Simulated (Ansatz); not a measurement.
`[SiH3]C1(S)CO1` + `C[NH][GeH3]` → `C[N]([SiH3])[GeH3]` + `SC1CO1` at 400 K and 1 bar (ligand exchange at the Si–C bond).

Program: Ansatz. Geometries: PBE0-D4/def2-TZVP. ΔE: electronic, gas phase. CBS: MP2 limit from def2 TZ/QZ plus the TZ coupled-cluster correction, frozen cores. For Ge outer-core shells are correlated without core-valence functions, which leaves a few kJ/mol of doubt a bond. Scalar relativity is left out up to krypton. One conformer a species, not always the lowest.

```tsv
species	CCSD(T)/CBS energy (Eh)	H − E (kJ/mol)	S (J/(mol·K))
`[SiH3]C1(S)CO1`	-841.67702	220.9	381.7
`C[NH][GeH3]`	-2173.06430	229.8	337.7
`C[N]([SiH3])[GeH3]`	-2463.36560	279.5	406.3
`SC1CO1`	-551.40011	172.4	312.0
```

H − E and S are ideal-gas, rigid-rotor, harmonic terms from PBE0-D4/def2-TZVP, for one conformer and one mirror image of each species. 1 Eh = 2625.50 kJ/mol, R = 8.31446 J/(mol·K).

Problem. By hand: ΔE, ΔH, ΔS and ΔG.

Solution. ΔE = (-2463.36560) + (-551.40011) − (-841.67702) − (-2173.06430) = -0.02439 Eh = -64.0 kJ/mol. Δ(H − E) = 279.5 + 172.4 − 220.9 − 229.8 = 1.2, so ΔH = -62.8 kJ/mol. ΔS = 406.3 + 312.0 − 381.7 − 337.7 = -1.1 J/(mol·K). ΔG = -62.8 − 400 × (-1.1)/1000 = -62.4 kJ/mol.

Problem. By hand: the equilibrium constant, and the temperature at which ΔG would vanish if ΔH and ΔS stayed fixed.

Solution. log₁₀ K = −ΔG/(RT ln 10) = 8.1. ΔG = 0 at ΔH/ΔS = 57091 K, far beyond where these terms or the molecules hold.

The number of gas molecules stays the same, so ΔS is small and ΔH decides. A doubt of 5 kJ/mol in ΔE shifts log₁₀ K by 0.7 here. Other conformers and mirror images would add mixing entropy, several J/(mol·K) or more a flexible species. These are equilibria of isolated gas molecules and say nothing of rates. Largest T1 diagnostic: 0.013 (customary marks: 0.02 for closed shells, 0.045 for open ones).
